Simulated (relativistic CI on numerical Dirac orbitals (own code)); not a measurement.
Radial parameters of Bi11+

Method of calculation: Dirac-Coulomb-Breit CI, orbitals from a KLI potential per configuration, QED by a radiative potential, unscaled Slater integrals (own radial code, finite nucleus).

Slater integrals F^k, G^k are unscaled and averaged over j, outside the closed core [Kr] 4d10 4f14; ζ comes from projecting the Hamiltonian with its Breit term on Σ l·s of the shell.

- 5s²5p⁶5d⁴: F^2(5d,5d) = 100380, F^4(5d,5d) = 68674, ζ(5d) = 12850 cm⁻¹; <r>(5d) = 1.056, <r^2>(5d) = 1.254 (bohr units).
- 5s²5p⁶5d³6s: F^2(5d,5d) = 100800, F^4(5d,5d) = 68956, ζ(5d) = 13167, G^2(5d,6s) = 27141 cm⁻¹; <r>(5d) = 1.05, <r^2>(5d) = 1.241, <r>(6s) = 1.572, <r^2>(6s) = 2.738 (bohr units).
- 5s²5p⁶5d³5f: F^2(5d,5d) = 100630, F^4(5d,5d) = 68837, ζ(5d) = 13098, F^2(5d,5f) = 79314, F^4(5d,5f) = 51977, G^1(5d,5f) = 93749, G^3(5d,5f) = 58830, G^5(5d,5f) = 42342, ζ(5f) = 968.25 cm⁻¹; <r>(5d) = 1.052, <r^2>(5d) = 1.246, <r>(5f) = 1.385, <r^2>(5f) = 2.175 (bohr units).

**Question.** Give the Racah parameters of the d shell in 5s²5p⁶5d⁴.

**Answer.** B = F²/49 − 5F⁴/441 = 1270 cm⁻¹ and C = 35F⁴/441 = 5450 cm⁻¹.

In this model ζ of a weakly bound d, f or g electron outside closed shells comes out too small, for d by up to a factor of two or three and at times with the wrong sign; that of an outer p electron is too small as well.

Averages of the first 10 configurations, taken without configuration mixing, which lowers the lowest level and can move excited configurations by several eV; other configurations of the list can lie among them:

```
Configuration  Parity  States  Average energy above the lowest level (eV)
    5s²5p⁶5d⁴    even     210                                        11.5
  5s²5p⁶5d³6s    even     240                                        57.1
  5s²5p⁶5d³5f     odd    1680                                        88.0
    5s²5p⁵5d⁵     odd    1512                                        94.6
  5s²5p⁶5d³6p     odd     720                                        79.1
  5s²5p⁶5d³5g    even    2160                                       135.6
5s²5p⁶5d²6s6p     odd     540                                       126.2
     5s5p⁶5d⁵    even     504                                       163.4
5s²5p⁶5d²5f6s     odd    1260                                       135.3
  5s²5p⁶5d³6d    even    1200                                       107.8
```
